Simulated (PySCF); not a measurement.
GeF2ClBr, SMILES [F][Ge]([Cl])([Br])[F]. Geometry optimised at PBE-D3(BJ)/def2-SVP.

Computed equilibrium geometry at PBE-D3(BJ)/def2-SVP (PySCF confirms it by a frequency run) as a Z-matrix, and its point group:
point group Cs.
```
Ge
F 1 1.7346
F 1 1.7346 2 105.65
Cl 1 2.1340 2 108.91 3 -116.85
Br 1 2.2765 2 109.95 3 118.60
```
Charge 0, spin multiplicity 1.
